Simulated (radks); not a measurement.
Values are calculated unless marked as measured or tabulated.
Q: The mean radii <r> (bohr) of the occupied orbitals of an atom or ion are listed with their occupations. Level of theory: scalar-relativistic Kohn-Sham, LDA (Slater exchange, Perdew-Wang correlation), spin-unpolarised, spherical densities, finite nucleus; Fermi nuclear charge, rms radius of each element as measured or else 0.836 A^(1/3) + 0.57 fm (a radial shooting solver on a logarithmic mesh with Libxc functionals).

orbital  occ.      <r>
1s          2  0.04703
2s          2   0.2063
2p          6   0.1796

Name the element and its charge.

A: Z = 32, germanium, charge +22: Ge22+ in [Ne]. The 1s radius gives Z: for a bare nucleus <r> = (2 gamma + 1)/(2Z) with gamma = sqrt(1 - (Z/c)^2), 0.04601 bohr for Z = 32, and screening makes it slightly larger (0.04703 here). The occupations add up to 10, and the charge is Z minus that.
